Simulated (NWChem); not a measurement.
System meant: CH2ClNOSi; SMILES O=C=N[SiH2]Cl

NWChem input:

```
start job
memory heap 200 mb stack 900 mb global 1100 mb
geometry units angstroms noautoz
  Si    -0.881450    -0.689604     0.040954
  Cl     0.743305    -1.955252    -0.017713
  N     -0.350023     0.934114    -0.033169
  C      0.133134     2.031279    -0.019606
  O      0.588338     3.103821    -0.014192
  H     -1.601182    -0.905682     1.319997
  H     -1.738501    -0.966806    -1.136912
end
basis spherical
  Si library def2-svp
  Cl library def2-svp
  N library def2-svp
  C library def2-svp
  O library def2-svp
  H library def2-svp
end
dft
  xc pbe0
  iterations 4
  mulliken
end
task dft energy
```

End of the output:

```
    Atom       Charge   Shell Charges
 -----------   ------   -------------------------------------------------------
    1 Si  14    13.56   2.00  1.93  0.65  0.33  5.81  1.24  1.07  0.52
    2 Cl  17    17.07   2.00  1.96  1.05  0.80  5.82  2.27  3.16  0.02
    3 N    7     7.24   1.97  0.74  0.44  2.30  1.76  0.03
    4 C    6     5.86   1.96  0.60  0.26  1.78  0.98  0.28
    5 O    8     8.08   1.97  0.92  0.63  2.67  1.85  0.04
    6 H    1     1.09   0.65  0.42  0.02
    7 H    1     1.09   0.65  0.42  0.02

 center of mass
 --------------
 x =   0.07162234 y =  -0.00161054 z =  -0.00126892

 moments of inertia (a.u.)
 ------------------
        1312.855036239346           0.000000000000          -0.000000000000
           0.000000000000         203.937234004741           0.000000000000
          -0.000000000000           0.000000000000        1494.768222069695

     Multipole analysis of the density
     ---------------------------------

     L   x y z        total         alpha         beta         nuclear
     -   - - -        -----         -----         ----         -------
     0   0 0 0     -0.000000    -27.000000    -27.000000     54.000000

     1   1 0 0     -0.641734     -0.320867     -0.320867      0.000000
     1   0 1 0     -0.331884     -0.165942     -0.165942     -0.000000
     1   0 0 1      0.014519      0.007259      0.007259     -0.000000

     2   2 0 0    -30.638881    -68.249525    -68.249525    105.860169
     2   1 1 0     -0.341425     -4.087089     -4.087089      7.832753
     2   1 0 1     -0.044642      0.019110      0.019110     -0.082862
     2   0 2 0    -37.165337   -342.276865   -342.276865    647.388393
     2   0 1 1     -0.037309     -0.016105     -0.016105     -0.005100
     2   0 0 2    -30.973734    -20.922836    -20.922836     10.871938

 ------------------------------------------------------------------------
 dft energy failed                                                                                  0
 ------------------------------------------------------------------------
 ------------------------------------------------------------------------
  current input line :
    25: task dft energy
 ------------------------------------------------------------------------
 ------------------------------------------------------------------------
 This type of error is most commonly associated with calculations not reaching convergence criteria
 ------------------------------------------------------------------------
 For more information see the NWChem manual at https://nwchemgit.github.io

0:dft energy failed:Received an Error in Communication
```

Question: Find the fault in this run and fix the input.

Answer: Convergence was not reached. Cause: the SCF was allowed too few iterations. This input runs:
```
start job
memory heap 200 mb stack 900 mb global 1100 mb
geometry units angstroms noautoz
  Si    -0.881450    -0.689604     0.040954
  Cl     0.743305    -1.955252    -0.017713
  N     -0.350023     0.934114    -0.033169
  C      0.133134     2.031279    -0.019606
  O      0.588338     3.103821    -0.014192
  H     -1.601182    -0.905682     1.319997
  H     -1.738501    -0.966806    -1.136912
end
basis spherical
  * library def2-svp
end
dft
  xc pbe0
  iterations 150
  mulliken
end
task dft energy
```
It converges to -918.24495 Ha (PBE0/def2-SVP).
